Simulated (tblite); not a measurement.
Compound: C6H7F2O (doublet state).
SMILES with atom numbers: `[CH2:1]=[C:2]([CH2:3][F:4])/[C:5](=[CH:6]\[F:7])[CH2:8][O:9]` (hydrogens: H10, H11 on C1; H12, H13 on C3; H14 on C6; H15, H16 on C8)

A start from a force field or distance geometry was refined with tblite, GFN2-xTB geometry optimisation, gas phase. Values at the start:

```tsv
coordinate	start
C1=C2	1.337 Å
C1–H10	1.072 Å
C1–H11	1.071 Å
C2–C3	1.487 Å
C2–C5	1.457 Å
C3–F4	1.367 Å
C3–H12	1.115 Å
C5=C6	1.323 Å
C5–C8	1.477 Å
C6–F7	1.357 Å
C6–H14	1.088 Å
C8–O9	1.388 Å
C8–H15	1.091 Å
C1–C2–C3	117.4°
C2–C3–F4	113.2°
C2–C5–C6	121.8°
C2–C5–C8	119.8°
C3–C2–C5	121.9°
C5–C6–F7	121.7°
C5–C8–O9	111.0°
C6–C5–C8	118.4°
C1–C2–C3–F4	-1°
C1–C2–C5–C6	180°
C2–C5–C6–F7	0°
C2–C5–C8–O9	60°
```

How do these coordinates change at the GFN2-xTB level?

```tsv
coordinate	GFN2-xTB (Å or °)	change
C8–O9	1.332	-0.056
C5–C8	1.532	+0.055
C1–H11	1.111	+0.040
C2–C3	1.512	+0.025
C8–H15	1.112	+0.021
C3–H12	1.095	-0.020
C1=C2	1.324	-0.013
C6–F7	1.344	-0.013
C2–C5	1.467	+0.010
C6–H14	1.080	-0.008
C5=C6	1.330	+0.007
C1–H10	1.074	+0.002
C3–F4	1.367	0.000
C2–C5–C8	113.8	-6.0
C1–C2–C3	122.3	+4.9
C2–C5–C6	126.5	+4.7
C3–C2–C5	117.4	-4.5
C5–C8–O9	114.5	+3.5
C5–C6–F7	123.9	+2.2
C2–C3–F4	111.0	-2.2
C6–C5–C8	119.7	+1.3
C1–C2–C5–C6	162	-18
C2–C5–C8–O9	44	-16
C1–C2–C3–F4	10	+11
C2–C5–C6–F7	2	+2
```

The energy falls by 11.8 kcal/mol over 106 L-BFGS steps, the largest force on an atom goes from 2.76 to 0.008 eV/Å, and the atoms move by 0.343 Å rms after alignment. Among the bonds, C5–C8 and C8–O9 change most and about equally (-0.056 to +0.055 Å). Bonds longer at the end by more than 0.005 Å: 6 of 15; shorter: 7. Among the dihedrals that turn most is C6–C5–C8–H15, from 118° to 97°. Rotational constants go from 2044, 1309, 835.8 to 1882, 1372, 820.2 MHz.

Hardware: one thread of an Arm Neoverse V1, shared host with 64 logical CPUs at a one-minute load of 49. Cost: 0.73 s of wall time.

Its GFN2-xTB frequencies are all real (lowest 53 cm⁻¹). 3 starts were optimised and ended at 0.00, 2.98 and -17.33 kcal/mol (GFN2-xTB); the lowest of these is shown.

One conformer stands for the species.

These are computed values.
